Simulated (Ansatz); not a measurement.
`C[O][Mg][S]C`. Total charge 0; spin multiplicity 1. All single points use the PBE0-D4/def2-TZVP geometry. It is one conformer, not always the lowest.

```xyz
11

C     0.953    0.076   -2.883
O     0.406    0.345   -1.650
Mg   -0.298    0.706   -0.080
S    -1.208    1.161    1.962
C    -0.846   -0.345    2.931
H     0.766    0.890   -3.599
H     2.043   -0.058   -2.824
H     0.537   -0.842   -3.322
H    -1.319   -1.229    2.504
H    -1.259   -0.187    3.927
H     0.225   -0.517    3.033
```

Question: What is the dipole moment at B3LYP/def2-TZVPP? (Estimate.)

Answer: Computed: 1.26 D, with components (0.56, -1.12, -0.13) D in this frame, pointing from negative to positive charge.

Question: And with PBE, r2SCAN, ωB97M-V? (Best estimate.)

Answer: The calculation gave: PBE 1.22 D, r2SCAN 1.34 D, ωB97M-V 1.29 D.

Question: Give the Mulliken charges with B3LYP, ωB97M-V, r2SCAN in def2-TZVPP. (An estimate is asked.)

Answer: The calculation gave: 
| atom | B3LYP | ωB97M-V | r2SCAN |
| --- | --- | --- | --- |
| C1 | -0.07 | -0.14 | 0.06 |
| O2 | -0.65 | -0.63 | -0.66 |
| Mg3 | 0.83 | 0.80 | 0.87 |
| S4 | -0.40 | -0.36 | -0.45 |
| C5 | -0.28 | -0.35 | -0.15 |
| H6 | 0.07 | 0.09 | 0.03 |
| H7 | 0.07 | 0.09 | 0.03 |
| H8 | 0.07 | 0.09 | 0.03 |
| H9 | 0.11 | 0.13 | 0.08 |
| H10 | 0.12 | 0.14 | 0.08 |
| H11 | 0.11 | 0.13 | 0.08 |

B3LYP here is the variant with VWN-RPA as its local correlation; programs differ in this.
